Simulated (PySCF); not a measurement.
Values are calculated unless marked as measured or tabulated.
**CH9Si3**

CH9Si3 is a small molecule (built as: Si site whose three back bonds go to SiH3, SiH3, CH3), neutral, doublet. The structure, one conformer, was relaxed in the gas phase by PBE0-D3(BJ)/def2-SVP. No frequency run checks that it is a minimum.

SMILES: C[Si]([SiH3])[SiH3]

```xyz
13

Si   -0.036    0.544   -0.260
Si    1.782    0.390    1.194
Si   -0.132   -1.185   -1.823
C    -1.686    0.910    0.593
H     3.020    0.124    0.398
H     1.622   -0.713    2.198
H     1.956    1.671    1.947
H    -1.056   -0.828   -2.944
H     1.237   -1.415   -2.380
H    -0.619   -2.469   -1.221
H    -2.476    1.098   -0.151
H    -1.602    1.797    1.240
H    -1.999    0.057    1.217
```
(Å; atoms numbered from 1)

EPR values by unrestricted B3LYP, IGLO-III on C Si, pcH-1 on H.

Q: Predict g and the largest hyperfine couplings. Where does the spin sit?

A: g = 2.0020, 2.0051, 2.0066. The spin sits on Si1 (95 %, bonded to 1 C + 2 Si) by Mulliken populations.
```csv
atom,isotope,isotropic (MHz),"dipolar, principal values (MHz)"
Si1,29Si,-327.8,"-163.2, 81.2, 82.0"
H6,1H,68.7,"-2.2, -0.4, 2.6"
H13,1H,65.9,"-3.6, 0.2, 3.4"
H10,1H,66.7,"-2.2, -0.4, 2.6"
Si2,29Si,-10.2,"-5.3, 1.1, 4.3"
Si3,29Si,-10.0,"-5.3, 1.1, 4.2"
```

Q: How do the isotropic couplings move with BHandHLYP?

A: Si1 -327.8 to -360.8 MHz, H6 68.7 to 66.2 MHz, H13 65.9 to 64.7 MHz, H10 66.7 to 64.3 MHz.
